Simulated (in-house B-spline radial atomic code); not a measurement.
Results of a calculation; reference values are marked as such.
Making a Troullier-Martins s channel for K, r_c = 1.22 bohr

K, [Ar] 4s1, non-relativistic LDA (VWN5), spherical and spin-unpolarised, from an all-electron radial atomic-structure program (B-spline basis) (atomic units). The all-electron 3s level is ε = -1.281897 hartree, its outermost node lies just inside 0.50 bohr and its outer maximum at 1.08 bohr.

Inside r_c the pseudo-orbital is u(r) = r^1 exp(p(r)), with p = c0 + c2 r² + c4 r⁴ + … + c12 r¹². The seven coefficients follow from p and its first four derivatives at r_c, from zero curvature of the screened potential at the origin, c4 = −c2²/(2l + 5), and from the norm inside r_c. At r_c the all-electron orbital has P = 0.9498311, P' = -0.3775814, the screened potential V = -2.354128, V' = 4.24384, V'' = -10.30068, and the norm inside is Q = 0.5013416.

Problem. What are p, p' and p'' at r_c?

Solution. p = ln(P/r_c^1) = ln(0.9498311/1.22) = -0.25032. p' = P'/P − 1/r_c = -0.39752 − 0.81967 = -1.21720. The radial equation gives p'' = 2(V − ε) − 2(1) p'/r_c − p'² = -2.14446 − (-1.99540) − 1.48157 = -1.63063. Differentiating, p''' = 2V' + 2(1)p'/r_c² − 2(1)p''/r_c − 2p'p'' = 5.5557, and p'''' = 2V'' − 4(1)p'/r_c³ + 4(1)p''/r_c² − 2(1)p'''/r_c − 2p''² − 2p'p''' = -23.203.

For a trial c2 the five matching conditions are linear in c0, c6, c8, c10 and c12, and c2 is varied until the norm inside r_c equals Q. The root nearest zero gives:

```csv
n,c_n
0,-0.5609643
2,1.512521
4,-0.4575438
6,-1.686296
8,1.732854
10,-0.6740071
12,0.09678641
```

Problem. Check c4 and p(r_c), and find the screened pseudopotential at the origin.

Solution. −c2²/5 = -0.457544, as listed. The terms c_n r_c^n are -0.56096, 2.25124, -1.01361, -5.56023, 8.50434, -4.92337, 1.05228, which sum to -0.25032. Inverting the radial equation, V_l(r) = ε + 1 p'/r + (p'' + p'²)/2, so V_l(0) = ε + (2l + 3) c2 = -1.281897 + 3 × (1.51252) = 3.2557 hartree, finite where the all-electron potential diverges.

Orbitals and screened potentials:

```
r (bohr)         P       u  V all-electron  V pseudo
   0.122  -0.07882  0.0712          -109.0     3.247
   0.305   -0.4762  0.1993          -29.42      2.93
   0.488   0.01005  0.3822          -13.69     1.454
   0.671    0.5459  0.6275          -7.776     -1.37
   0.854    0.8643  0.8629          -4.939    -3.647
   1.037    0.9748  0.9738          -3.338    -3.456
    1.22    0.9498  0.9498          -2.354    -2.354
```

Logarithmic derivatives P'/P at R = 1.52 bohr, for energies E around ε:

```tsv
E − ε (hartree)	all-electron	pseudo
-0.5	0.0705525	0.0684306
-0.25	-0.345237	-0.345981
-0.1	-0.645382	-0.64553
0	-0.873517	-0.873517
0.1	-1.12962	-1.12982
0.25	-1.58073	-1.58242
0.5	-2.59959	-2.61104
```

Problem. With P(R) = 0.7779233 and a norm of 0.7298164 inside R, what slope in energy does norm conservation fix?

Solution. d(P'/P)/dE = −2 × (norm inside R)/P(R)² = -2.4120 per hartree·bohr at E = ε, for both atoms, since orbital and norm agree at R. Differences over ±0.1 hartree give -2.4212 (all-electron) and -2.4214 (pseudo), which also hold third-order terms. Half a hartree below ε the two curves differ by -0.0021.
